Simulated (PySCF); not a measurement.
Sc(OH)3 (H3O3Sc), SMILES [OH][Sc]([OH])[OH]. Atoms are numbered in the order given.

```xyz
7

Sc     0.0000     0.0000     0.0000
O      1.5874    -0.9974     0.0000
H      2.0522    -1.8381     0.0000
O     -1.6575    -0.8760     0.0000
H     -2.6179    -0.8582     0.0000
O      0.0701     1.8734     0.0000
H      0.5658     2.6963     0.0000
```
Charge 0, spin multiplicity 1.

Coordinates come from a B3LYP-D3(BJ)/def2-SVP optimisation. Other conformers were not sampled.

Calculation: TDDFT-LC-ωPBE/def2-SVPD (PySCF).

Vertical excitations; the highest root listed may be one member of a degenerate set.  State labels are in the subgroup Cs.

| state | symmetry | energy (eV) | λ (nm) | f | main pairs |
|---|---|---|---|---|---|
| S1 | A' | 6.11 | 203 | 0.000 | HOMO→LUMO 74 %, HOMO→LUMO+4 23 % |
| S2 | A" | 6.39 | 194 | 0.092 | HOMO−1→LUMO 72 %, HOMO−1→LUMO+4 25 % |
| S3 | A" | 6.51 | 190 | 0.000 | HOMO−2→LUMO, HOMO−3→LUMO, HOMO−2→LUMO+4, HOMO−3→LUMO+4 (degenerate set) |
| S4 | A" | 6.51 | 190 | 0.000 | HOMO−3→LUMO, HOMO−2→LUMO, HOMO−3→LUMO+4, HOMO−2→LUMO+4 (degenerate set) |
| S5 | A' | 6.57 | 189 | 0.012 | HOMO−4→LUMO, HOMO−5→LUMO, HOMO−4→LUMO+4, HOMO−5→LUMO+4 (degenerate set) |
| S6 | A' | 6.57 | 189 | 0.012 | HOMO−5→LUMO, HOMO−4→LUMO, HOMO−5→LUMO+4, HOMO−4→LUMO+4 (degenerate set) |
| S7 | A" | 7.18 | 173 | 0.000 | HOMO→LUMO+5 43 %, HOMO→LUMO+6 42 %, HOMO−4→LUMO+5 7 %, HOMO−5→LUMO+6 7 % |
| T1 | A' | 6.05 | 205 | 0 | HOMO→LUMO 74 %, HOMO→LUMO+4 22 % |
| T2 | A" | 6.17 | 201 | 0 | HOMO−1→LUMO 74 %, HOMO−1→LUMO+4 21 % |
| T3 | A" | 6.36 | 195 | 0 | HOMO−2→LUMO, HOMO−3→LUMO, HOMO−2→LUMO+4, HOMO−3→LUMO+4 (degenerate set) |
| T4 | A" | 6.36 | 195 | 0 | HOMO−3→LUMO, HOMO−2→LUMO, HOMO−3→LUMO+4, HOMO−2→LUMO+4 (degenerate set) |
Triplets are in the Tamm–Dancoff approximation, which puts them higher than full response would, so one can lie above its singlet here.
